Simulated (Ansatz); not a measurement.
`[BH2][GaH][F]` + `O[SiH3]` → `[F][GaH][O][SiH3]` + BH₃ at 298.15 K and 1 bar (cleavage of the Ga–B bond).

Computed with Ansatz on PBE0-D4/def2-TZVP structures; ΔE is electronic, products minus reactants. CCSD(T)/CBS adds triple-zeta CCSD(T) − MP2 to the extrapolated MP2 energy (def2 sets, frozen cores). This one scheme is used for every species. For Ga outer-core shells are correlated without core-valence functions, which leaves a few kJ/mol of doubt a bond. Scalar relativity is left out up to krypton. One conformer a species, not always the lowest.

```
            species  CCSD(T)/CBS energy (Eh)  H − E (kJ/mol)  S (J/(mol·K))
    `[BH2][GaH][F]`              -2050.32373            90.0          301.8
          `O[SiH3]`               -366.69042           113.6          257.8
`[F][GaH][O][SiH3]`              -2390.49581           121.2          359.9
                BH₃                -26.55200            78.7          188.3
```

H − E and S are ideal-gas, rigid-rotor, harmonic terms from PBE0-D4/def2-TZVP, for one conformer and one mirror image of each species. 1 Eh = 2625.50 kJ/mol, R = 8.31446 J/(mol·K).

Problem. By hand: ΔE, ΔH, ΔS and ΔG.

Solution. ΔE = (-2390.49581) + (-26.55200) − (-2050.32373) − (-366.69042) = -0.03366 Eh = -88.4 kJ/mol. Δ(H − E) = 121.2 + 78.7 − 90.0 − 113.6 = -3.7, so ΔH = -92.1 kJ/mol. ΔS = 359.9 + 188.3 − 301.8 − 257.8 = -11.4 J/(mol·K). ΔG = -92.1 − 298.15 × (-11.4)/1000 = -88.7 kJ/mol.

Problem. By hand: the equilibrium constant, and the temperature at which ΔG would vanish if ΔH and ΔS stayed fixed.

Solution. log₁₀ K = −ΔG/(RT ln 10) = 15.5. ΔG = 0 at ΔH/ΔS = 8079 K, far beyond where these terms or the molecules hold.

The number of gas molecules stays the same, so ΔS is small and ΔH decides. A doubt of 5 kJ/mol in ΔE shifts log₁₀ K by 0.9 here. Other conformers and mirror images would add mixing entropy, several J/(mol·K) or more a flexible species. Modes under 60 cm⁻¹, often nearly free rotors, make the harmonic entropy too high. These are equilibria of isolated gas molecules and say nothing of rates. Largest T1 diagnostic: 0.014 (customary marks: 0.02 for closed shells, 0.045 for open ones).
